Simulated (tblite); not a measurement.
A geometry optimisation, step by step.

Compound: C7H12BF.
Numbering: `[CH2:1]=[C:2]1[CH2:3][C@@H:4]([B:5]([CH3:6])[CH3:7])[C@H:8]1[F:9]` (hydrogens: H10, H11 on C1; H12, H13 on C3; H14 on C4; H15, H16, H17 on C6; H18, H19, H20 on C7; H21 on C8)

Computed with GFN2-xTB (tblite), gas phase: L-BFGS steps from a force-field or distance-geometry start until the largest atomic force falls under 0.01 eV/Å. 7 of its 120 geometries are shown.

Step 0: E = -734.4120 eV, largest atomic force 2.359 eV/Å
```
atom  x, y, z in Å  |  force x, y, z in eV/Å
C1      3.302    0.586   -0.043   -1.507  -0.171  -1.002
C2      2.023    0.187   -0.015    1.746   0.776   1.102
C3      1.131   -0.359    1.046    1.241  -1.296   1.531
C4      0.093   -0.708   -0.011   -0.809  -1.275   1.316
B5     -1.370   -0.168    0.225   -0.448   0.627  -1.773
C6     -1.691    1.264    0.824    0.349  -1.104   0.731
C7     -2.487   -0.703   -0.782   -0.270   0.107   1.113
C8      0.925    0.078   -0.991    0.221   0.127  -1.230
F9      0.375    1.320   -1.208   -0.002   0.198  -0.854
H10     3.917    0.573    0.840    0.053   0.073  -0.233
H11     3.664    0.940   -1.020    0.216  -0.197   0.839
H12     0.811    0.318    1.841    0.181  -0.064  -0.151
H13     1.602   -1.268    1.493   -0.370   0.603   0.201
H14     0.118   -1.813   -0.164   -0.031   0.720  -0.371
H15    -2.623    1.156    1.409    0.599   0.574  -0.044
H16    -1.888    1.930   -0.018    0.183   0.086   0.442
H17    -0.826    1.592    1.436   -1.010   0.403  -0.282
H18    -2.201   -1.642   -1.273   -0.519   0.461  -0.003
H19    -2.660    0.124   -1.493   -0.025  -0.774   0.100
H20    -3.425   -0.811   -0.179    0.533  -0.214  -0.901
H21     1.201   -0.424   -1.919   -0.333   0.338  -0.529
```

Step 20: E = -735.0890 eV, largest atomic force 0.117 eV/Å
```
atom  x, y, z in Å  |  force x, y, z in eV/Å
C1      3.293    0.607   -0.045   -0.003  -0.025  -0.013
C2      2.048    0.184    0.027   -0.062   0.006  -0.080
C3      1.170   -0.410    1.093    0.014  -0.019  -0.029
C4      0.076   -0.678    0.024    0.033   0.011  -0.097
B5     -1.393   -0.067    0.094    0.106  -0.028   0.041
C6     -1.692    1.261    0.882    0.017  -0.042   0.009
C7     -2.523   -0.722   -0.794    0.030   0.027   0.064
C8      0.965    0.073   -1.013   -0.040  -0.018  -0.087
F9      0.466    1.293   -1.437    0.020  -0.045   0.006
H10     3.954    0.570    0.804    0.000   0.051   0.032
H11     3.698    1.002   -0.964   -0.011  -0.031   0.048
H12     0.885    0.314    1.854   -0.011  -0.035   0.031
H13     1.578   -1.297    1.578   -0.048   0.034   0.022
H14     0.068   -1.741   -0.240   -0.030   0.089   0.013
H15    -2.601    1.209    1.479    0.012  -0.001  -0.016
H16    -1.859    2.049    0.147    0.014   0.023   0.038
H17    -0.882    1.593    1.527   -0.063   0.020  -0.002
H18    -2.243   -1.674   -1.239   -0.012  -0.009  -0.003
H19    -2.781   -0.047   -1.609    0.015   0.000  -0.013
H20    -3.445   -0.872   -0.236   -0.002  -0.009   0.009
H21     1.208   -0.472   -1.932    0.023   0.001   0.028
```

Step 40: E = -735.1039 eV, largest atomic force 0.049 eV/Å
```
atom  x, y, z in Å  |  force x, y, z in eV/Å
C1      3.294    0.626   -0.027   -0.024   0.026   0.010
C2      2.053    0.185   -0.001    0.020  -0.011   0.023
C3      1.161   -0.406    1.055    0.002   0.030   0.000
C4      0.077   -0.661   -0.026    0.015   0.009   0.029
B5     -1.383   -0.039    0.086   -0.008  -0.030   0.019
C6     -1.699    1.256    0.918    0.009   0.003  -0.022
C7     -2.528   -0.712   -0.765    0.005  -0.001  -0.018
C8      0.996    0.042   -1.066    0.038   0.000   0.026
F9      0.524    1.247   -1.552   -0.018  -0.017  -0.006
H10     3.909    0.637    0.859   -0.027  -0.012  -0.030
H11     3.739    1.006   -0.932   -0.009   0.005   0.011
H12     0.864    0.306    1.823    0.021   0.007   0.000
H13     1.558   -1.296    1.545   -0.026   0.006  -0.030
H14     0.034   -1.725   -0.271   -0.014  -0.006  -0.009
H15    -2.636    1.188    1.469    0.024  -0.015  -0.006
H16    -1.830    2.078    0.212    0.022   0.010  -0.002
H17    -0.921    1.564    1.611   -0.011  -0.006   0.015
H18    -2.252   -1.677   -1.183   -0.049   0.001  -0.001
H19    -2.784   -0.063   -1.604    0.008   0.005   0.003
H20    -3.450   -0.839   -0.201    0.019   0.000  -0.003
H21     1.266   -0.545   -1.951    0.004  -0.004  -0.007
```

Step 60: E = -735.1118 eV, largest atomic force 0.069 eV/Å
```
atom  x, y, z in Å  |  force x, y, z in eV/Å
C1      3.253    0.706   -0.018    0.000  -0.008   0.004
C2      2.039    0.195   -0.004    0.038  -0.047   0.034
C3      1.161   -0.420    1.050   -0.057  -0.010  -0.027
C4      0.086   -0.700   -0.034   -0.040   0.031  -0.003
B5     -1.367   -0.058    0.076   -0.038   0.000   0.017
C6     -1.659    1.233    0.927    0.003  -0.015   0.004
C7     -2.547   -0.681   -0.765    0.017  -0.008  -0.008
C8      1.007   -0.014   -1.082    0.022   0.026   0.044
F9      0.513    1.154   -1.629   -0.013   0.014  -0.025
H10     3.861    0.750    0.870   -0.034   0.018   0.003
H11     3.684    1.105   -0.920    0.012   0.011  -0.025
H12     0.851    0.285    1.821    0.027  -0.023  -0.028
H13     1.566   -1.305    1.540    0.037   0.013  -0.042
H14     0.036   -1.766   -0.266   -0.029  -0.007   0.037
H15    -2.642    1.208    1.393    0.022   0.033  -0.009
H16    -1.663    2.091    0.252    0.025  -0.045   0.023
H17    -0.926    1.450    1.700   -0.016   0.031   0.004
H18    -2.340   -1.670   -1.168   -0.008   0.021  -0.021
H19    -2.762   -0.024   -1.609    0.019  -0.038   0.004
H20    -3.474   -0.740   -0.196    0.024  -0.003  -0.013
H21     1.314   -0.629   -1.936   -0.013   0.006   0.027
```

Step 79: E = -735.1417 eV, largest atomic force 0.108 eV/Å
```
atom  x, y, z in Å  |  force x, y, z in eV/Å
C1      3.068    0.929   -0.029   -0.028  -0.022   0.010
C2      1.968    0.206   -0.011    0.021   0.013  -0.019
C3      1.167   -0.503    1.046    0.025   0.010  -0.004
C4      0.062   -0.788   -0.004    0.009  -0.017   0.017
B5     -1.361   -0.083    0.109    0.006   0.022   0.000
C6     -1.539    1.213    0.978    0.024   0.072  -0.010
C7     -2.537   -0.616   -0.791   -0.014  -0.002  -0.009
C8      0.981   -0.156   -1.088   -0.003  -0.003  -0.006
F9      0.456    0.918   -1.782    0.001  -0.012   0.002
H10     3.635    1.122    0.867    0.010  -0.026  -0.016
H11     3.436    1.361   -0.945   -0.011   0.035   0.034
H12     0.883    0.127    1.887   -0.035  -0.009  -0.015
H13     1.646   -1.400    1.438    0.036   0.010  -0.017
H14    -0.044   -1.858   -0.195   -0.011  -0.029   0.016
H15    -2.572    1.495    1.181    0.084  -0.050  -0.046
H16    -1.091    2.026    0.399   -0.036  -0.016   0.087
H17    -1.004    1.187    1.926   -0.064   0.031  -0.039
H18    -2.404   -1.634   -1.149    0.000  -0.003   0.003
H19    -2.603    0.021   -1.675    0.016   0.006   0.004
H20    -3.509   -0.551   -0.306   -0.002  -0.002   0.007
H21     1.353   -0.846   -1.854   -0.028  -0.009  -0.001
```

Step 99: E = -735.1612 eV, largest atomic force 0.056 eV/Å
```
atom  x, y, z in Å  |  force x, y, z in eV/Å
C1      2.906    1.079   -0.038   -0.033  -0.003  -0.005
C2      1.909    0.218   -0.038    0.039   0.011   0.022
C3      1.194   -0.564    1.028   -0.017   0.010   0.006
C4      0.060   -0.867    0.016   -0.013   0.021  -0.023
B5     -1.319   -0.078    0.113   -0.003   0.011   0.018
C6     -1.445    1.220    0.993    0.011   0.039   0.014
C7     -2.509   -0.550   -0.801    0.017   0.007   0.013
C8      0.964   -0.271   -1.101    0.004   0.020   0.009
F9      0.403    0.702   -1.903    0.010   0.001  -0.009
H10     3.441    1.319    0.867   -0.026   0.001  -0.020
H11     3.217    1.588   -0.935    0.002  -0.024  -0.007
H12     0.915    0.011    1.908   -0.005  -0.011   0.005
H13     1.742   -1.451    1.347    0.001  -0.003   0.012
H14    -0.101   -1.937   -0.135    0.023   0.004  -0.004
H15    -2.435    1.672    0.969    0.036  -0.016  -0.002
H16    -0.735    1.969    0.636   -0.022  -0.043   0.028
H17    -1.190    1.043    2.038   -0.006  -0.002  -0.040
H18    -2.450   -1.591   -1.110   -0.020  -0.002  -0.001
H19    -2.480    0.048   -1.713   -0.011  -0.005   0.023
H20    -3.487   -0.379   -0.354    0.008  -0.005  -0.028
H21     1.391   -1.009   -1.788    0.007  -0.012  -0.013
```

Step 119: E = -735.1662 eV, largest atomic force 0.010 eV/Å
```
atom  x, y, z in Å  |  force x, y, z in eV/Å
C1      2.810    1.160   -0.049    0.001   0.003  -0.002
C2      1.885    0.224   -0.044    0.000   0.000  -0.005
C3      1.195   -0.585    1.019    0.002   0.004  -0.001
C4      0.063   -0.895    0.007    0.002   0.003   0.000
B5     -1.297   -0.074    0.106   -0.004  -0.002  -0.003
C6     -1.388    1.211    1.011    0.002  -0.002   0.003
C7     -2.506   -0.513   -0.798   -0.002  -0.002  -0.003
C8      0.983   -0.330   -1.112    0.000   0.003  -0.001
F9      0.431    0.588   -1.981   -0.004   0.002   0.001
H10     3.311    1.464    0.855   -0.003  -0.006   0.000
H11     3.093    1.665   -0.957    0.004  -0.001  -0.001
H12     0.913   -0.036    1.915   -0.007   0.003   0.001
H13     1.764   -1.467    1.313   -0.003   0.000   0.004
H14    -0.117   -1.964   -0.126    0.003   0.001   0.002
H15    -2.313    1.768    0.887    0.008  -0.003  -0.004
H16    -0.559    1.889    0.810   -0.001  -0.009   0.003
H17    -1.310    0.947    2.066   -0.001   0.002   0.003
H18    -2.505   -1.565   -1.075    0.003   0.002   0.004
H19    -2.430    0.053   -1.728   -0.003  -0.001  -0.003
H20    -3.478   -0.272   -0.374    0.005   0.001  -0.001
H21     1.446   -1.095   -1.745   -0.003   0.002   0.002
```

Question: Summarise the path.

Answer: The energy falls by 0.7542 eV from step 0 to step 119; nine tenths of that is first reached at step 21. It rises by more than 0.2 meV at steps 66, 69, 72 and 75. The largest force goes from 2.359 to 0.010 eV/Å. Among the bonds C4–C8 changes most, from 1.507 to 1.555 Å; the atoms move by 0.687 Å rms after alignment.

What follows is the cost of the whole relaxation. Hardware: one thread of an Arm Neoverse N1, shared host. Cost: 1.5 s of wall time.
